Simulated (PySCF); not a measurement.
**Hg(SH)2 at several levels of theory**

Computed with PySCF 2.14.0 (density fitting, no spin-orbit coupling) at the geometry relaxed with PBE0:

```xyz
5
Hg(SH)2 (singlet)
Hg    0.0000    0.0000    0.4904
S     2.3181    0.3470    0.5187
H     2.5731   -0.5778   -0.4345
S    -2.3181   -0.3470    0.5187
H    -2.5731    0.5778   -0.4345
```

```
    level                                           basis    state  HOMO (eV)  gap (eV)  charge on Hg1 (e)  dipole about the centre of mass (D)  largest force component (eV/Å)
     PBE0  Hg def2-SVP with ECP60, S def2-SVP, H def2-SVP  singlet      -7.28      5.93               0.36                                 1.29                            0.00
   revPBE                                        the same  singlet      -6.00      3.89               0.30                                 1.21                            0.37
CAM-B3LYP                                        the same  singlet      -8.54      8.24               0.33                                 1.22                            0.05
```

Charges are Mulliken's, which hang on the basis. The relaxation used the grid (50, 194), these runs (75, 302) or, all-electron (x2c bases, spin-free X2C Hamiltonian), (99, 590).

Question: What does PBE0 with Hg def2-TZVP with ECP60, S def2-TZVP, H def2-TZVP give here?

Answer: state singlet, HOMO (eV) -7.42, gap (eV) 5.95, charge on Hg1 (e) 0.55, dipole about the centre of mass (D) 1.10, largest force component (eV/Å) 0.24. Time: 4.9 s on 2 threads of Arm Neoverse V2, on a shared host, from free ions and atoms.

In the first row's basis the gap widens with exact exchange: 3.9 eV for revPBE (none); 5.9 eV for PBE0 (a fixed share); 8.2 eV for CAM-B3LYP (rising or full at long range).
